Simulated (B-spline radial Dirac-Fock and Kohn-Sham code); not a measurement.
**Hf 4f5/2: cross section and angular parameters**

System: atomic hafnium, [Xe] 4f14 5d2 6s2; threshold 26.41 eV (orbital energy of the model). Calculated with an atomic code on a B-spline grid, using Dirac-Hartree-Slater photoionisation with a Latter tail; cross sections with all multipoles, angular parameters from the dipole term and its interference with E2.

For linearly polarised light dσ/dΩ = σ/(4π) [1 + β P₂(cos θ) + (δ + γ cos²θ) sin θ cos φ], with θ from the polarisation vector and φ the angle between the beam and the projection of the electron momentum on the plane normal to the polarisation.

```csv
hν (eV),σ (kb),β,γ,δ
52.4,664,1.505,0.010,0.003
58.9,872,1.224,0.009,0.005
63.1,1020,1.058,0.008,0.006
80,1630,0.633,0.005,0.009
81,1660,0.617,0.005,0.009
112,2550,0.362,0.002,0.013
204,2810,0.360,0.004,0.020
244,2520,0.421,0.006,0.023
303,2030,0.513,0.010,0.026
397,1370,0.643,0.018,0.031
402,1350,0.649,0.019,0.032
412,1290,0.661,0.020,0.032
444,1130,0.698,0.023,0.034
600,596,0.838,0.048,0.043
693,420,0.897,0.067,0.049
752,340,0.927,0.081,0.052
758,333,0.930,0.083,0.053
800,289,0.948,0.093,0.055
1000,154,1.011,0.151,0.067
1170,96.5,1.041,0.206,0.076
1330,64.7,1.057,0.260,0.085
1486.9,45.2,1.064,0.313,0.093
1520,42.1,1.065,0.324,0.095
2570,6.84,1.021,0.640,0.148
4220,1.05,0.898,0.982,0.227
6000,0.256,0.792,1.222,0.309
8360,?,?,?,?
9251.7,0.0413,0.659,1.501,0.448
15000,0.00486,0.514,1.761,0.663
```

Task: Give the values at 8360 eV.

Result: σ = 0.0638 kb, β = 0.690, γ = 1.438, δ = 0.411.
